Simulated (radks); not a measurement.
Initial-state core-level shifts of neutral chlorine when its valence configuration changes from [Ne] 3s2 3p5. Method: non-relativistic Kohn-Sham, PBE, spin-unpolarised, spherical densities, point nucleus; computed with a radial shooting solver on a logarithmic mesh with Libxc functionals. Shifts are changes of the shell-averaged eigenvalues in eV (positive: less bound); the change of the density at the nucleus, which sets a Mossbauer isomer shift, is in e/bohr^3, on a base of 3225.

valence          1s      2s      2p  density at nucleus
3s1.5 3p5.5  -0.680  -0.673  -0.665             -5.7182
3s1 3p6      -1.340  -1.330  -1.313            -11.5302
